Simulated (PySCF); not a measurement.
## Peak assignment

Molfile (atoms numbered from 1):
```
C4H14OSi3
     RDKit          3D

 22 21  0  0  0  0  0  0  0  0999 V2000
    2.3379   -0.8653   -0.5678 C   0  0  0  0  0  0  0  0  0  0  0  0
    0.9075   -1.1941   -0.1616 C   0  0  0  0  0  0  0  0  0  0  0  0
   -0.1286    0.4124    0.0815 Si  0  0  0  0  0  4  0  0  0  0  0  0
    0.7782    1.7002    1.8060 Si  0  0  0  0  0  4  0  0  0  0  0  0
   -0.5065    1.4239   -1.9949 Si  0  0  0  0  0  4  0  0  0  0  0  0
   -1.8867   -0.1053    0.6865 C   0  0  0  0  0  0  0  0  0  0  0  0
   -2.3509   -1.5297    0.5457 C   0  0  0  0  0  0  0  0  0  0  0  0
   -2.6004    0.7630    1.1446 O   0  0  0  0  0  0  0  0  0  0  0  0
    2.8178   -0.2484    0.1894 H   0  0  0  0  0  0  0  0  0  0  0  0
    2.9294   -1.7708   -0.6931 H   0  0  0  0  0  0  0  0  0  0  0  0
    2.3520   -0.3188   -1.5081 H   0  0  0  0  0  0  0  0  0  0  0  0
    0.9330   -1.7817    0.7591 H   0  0  0  0  0  0  0  0  0  0  0  0
    0.4631   -1.8351   -0.9261 H   0  0  0  0  0  0  0  0  0  0  0  0
    1.9355    2.4615    1.3162 H   0  0  0  0  0  0  0  0  0  0  0  0
    1.2722    0.8910    2.9282 H   0  0  0  0  0  0  0  0  0  0  0  0
   -0.1761    2.6626    2.3483 H   0  0  0  0  0  0  0  0  0  0  0  0
    0.7239    1.4805   -2.7933 H   0  0  0  0  0  0  0  0  0  0  0  0
   -0.9774    2.8008   -1.8464 H   0  0  0  0  0  0  0  0  0  0  0  0
   -1.4893    0.7185   -2.8267 H   0  0  0  0  0  0  0  0  0  0  0  0
   -1.6832   -2.1777    1.1098 H   0  0  0  0  0  0  0  0  0  0  0  0
   -3.3714   -1.6490    0.9039 H   0  0  0  0  0  0  0  0  0  0  0  0
   -2.2904   -1.8189   -0.5019 H   0  0  0  0  0  0  0  0  0  0  0  0
  1  2  1  0
  2  3  1  0
  3  4  1  0
  3  5  1  0
  3  6  1  0
  6  7  1  0
  6  8  2  0
  1  9  1  0
  1 10  1  0
  1 11  1  0
  2 12  1  0
  2 13  1  0
  4 14  1  0
  4 15  1  0
  4 16  1  0
  5 17  1  0
  5 18  1  0
  5 19  1  0
  7 20  1  0
  7 21  1  0
  7 22  1  0
M  END
```

PySCF 2.14 calculation with geometry: GFN2-xTB and GIAO PBE0/pcSseg-1 shieldings; non-relativistic, rapidly exchanging positions averaged, one conformer, gas phase.

Referencing at the same level of theory: TMS for ¹³C (σref 186.93), ¹H (σref 31.72).

Problem. Assign these signals to the numbered atoms. ¹³C{¹H} NMR (computed): δ 251.2 (C), 41.1 (CH3), 12.2 (CH3), 11.6 (CH2).

Solution. 
251.2 → C6, carbonyl carbon
41.1 → C7, methyl carbon α to a carbonyl: the adjacent C=O deshields it moderately
12.2 → C1, methyl carbon: saturated and bonded to C and H only
11.6 → C2, sp3 CH2 bonded to Si: an electropositive neighbour leaves it electron-rich and shielded

C1 and C2 lie closer than the usual error of such a calculation, so a measured spectrum could show them in the other order.

Problem. Assign these signals to the numbered atoms. ¹H NMR (300 MHz, computed): δ 3.49 (s, 6H), 2.46 (s, 3H), 1.28 (m, 2H), 1.15 (m, 3H).

Solution. 
3.49 → H14/H15/H16/H17/H18/H19, hydrogen on a silicon bonded to Si
2.46 → H20/H21/H22, hydrogen on a methyl carbon α to a carbonyl: α to C=O
1.28 → H12/H13, hydrogen on an sp3 CH2 bonded to Si
1.15 → H9/H10/H11, hydrogen on a methyl carbon

Shifts are as computed. Against solution values, carbons near 30 ppm lie about +3 ppm off and those near 130 ppm about +5 ppm. Of 1309 compounds with measured shifts, 239 miss one by over three times the rms of a fit or turn the order of signals round; such compounds aren't used in these exercises. Multiplicities follow the n + 1 count of equivalent neighbours, as no J values were calculated; m marks all less simple cases, F and P coupling included.
